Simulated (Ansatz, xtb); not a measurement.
Pulling on the Te1–Te2 bond in Te2 (multiplicity 3 held). Energies count from the point at 2.575 Å.


Restricted levels (R-, RO-) in cc, def2 and unpolarised 6-31G sets keep to the state of the molecule at rest. U- levels take the lowest unrestricted solution at each point, which mixes spins at long bonds. Active spaces are followed from rest. Levels need not reach the same state.

Frozen-core correlation. Filled d and f shells under p-block atoms count as core.

Run with Ansatz (Gaussian basis) for Hartree–Fock, density functionals and correlated methods; xtb for the GFN methods. Values without a source in brackets are computed. In def2 rows elements past Kr take small-core potentials, without spin–orbit coupling. The GFN methods have no spin term and hold the electronic entropy of 300 K.

Energies in kcal/mol.

```tsv
R (Å)	GFN2-xTB	U-HF/def2-TZVPP	RO-B3LYP/def2-TZVPP	U-B3LYP/def2-TZVPP	FIC-MRCISD+Q on CASSCF(12,8)/def2-TZVPP
2.060	187.8	89.0	94.4	94.4	(withheld)
2.317	28.1	12.2	16.1	16.1	17.4
2.575	0.0	0.0	0.0	0.0	0.0
2.832	7.6	6.7	8.1	8.1	7.0
3.090	24.8	18.3	24.1	24.2	21.3
3.476	51.3	26.9	49.3	48.6	41.9
3.862	70.9	29.9	70.0	64.4	54.6
4.506	84.6	31.3	92.6	72.9	59.1
5.149	90.8	31.3	104.7	74.4	(withheld)
5.922	91.3	31.4	111.8	74.9	59.9
6.952	91.5	31.5	115.9	75.0	60.0
8.239	91.6	31.5	118.1	75.0	60.1
10.299	91.6	31.5	119.9	75.0	60.1
```

### Question
What belongs in the gaps?

### Answer

- 5.149, FIC-MRCISD+Q on CASSCF(12,8)/def2-TZVPP: 59.7
- 2.060, FIC-MRCISD+Q on CASSCF(12,8)/def2-TZVPP: 98.7

Doubts at one or more of the structures used: a spin-contaminated determinant (U-HF/def2-TZVPP, U-B3LYP/def2-TZVPP); a restricted determinant that unrestricted orbitals would lower (RO-B3LYP/def2-TZVPP).

Ansatz is an electronic-structure program.
